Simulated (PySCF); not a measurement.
Species: AsH₅OSi.
SMILES: `O[SiH2][AsH2]`

The calculation used EOM-IP-CCSD/aug-cc-pVDZ in PySCF, restricted Hartree–Fock reference, frozen core, non-relativistic, gas phase, PBE0-D3(BJ)/def2-SVP geometry.

Hartree–Fock orbital energies give these Koopmans values (eV): HOMO 9.78, HOMO-1 11.52, HOMO-2 12.86, HOMO-3 13.55, HOMO-4 14.90, HOMO-5 15.27, HOMO-6 17.26, HOMO-7 20.34.

Q: What vertical ionisation energies does EOM-IP-CCSD give?

A: 
```
leading hole (HF orbital)  Koopmans (eV)  EOM-IP-CCSD (eV)  change (eV)  one-hole share
                     HOMO           9.78              9.45        -0.33            0.96
                   HOMO-1          11.52             10.89        -0.63            0.95
                   HOMO-2          12.86             11.81        -1.05            0.94
                   HOMO-3          13.55             12.73        -0.82            0.94
                   HOMO-4          14.90             13.27        -1.63            0.94
                   HOMO-5          15.27             13.78        -1.49            0.94
                   HOMO-6          17.26             15.72        -1.54            0.90
                   HOMO-7          20.34             18.39        -1.95            0.78
```

Q: Does the order of the lines follow the orbital energies?

A: Yes, no two lines change places. The corrections run from -1.95 to -0.33 eV, with a mean of -1.18 eV over the 8 lines; no line lies above its Koopmans value.

Q: At what kinetic energies would He I light (21.22 eV) eject these electrons?

A: 11.77 eV (HOMO), 10.33 eV (HOMO-1), 9.41 eV (HOMO-2), 8.49 eV (HOMO-3), 7.95 eV (HOMO-4), 7.44 eV (HOMO-5), 5.50 eV (HOMO-6), 2.83 eV (HOMO-7).

One root was sought for each valence orbital with −ε under 21 eV, eight at most, so deeper holes and satellites are missing; no vibrational structure.

The run took 1.7 min of wall time on Arm Neoverse V2, one thread, shared host, and the process peaked at 1.8 GiB of memory.

Shape of the structure used: `[OH:1][SiH2:2][AsH2:3]`: H–O1–Si2–As3 68°, H–As3–Si2–O1 -83°, H–As3–Si2–O1 -175°.

One conformer stands for the species.
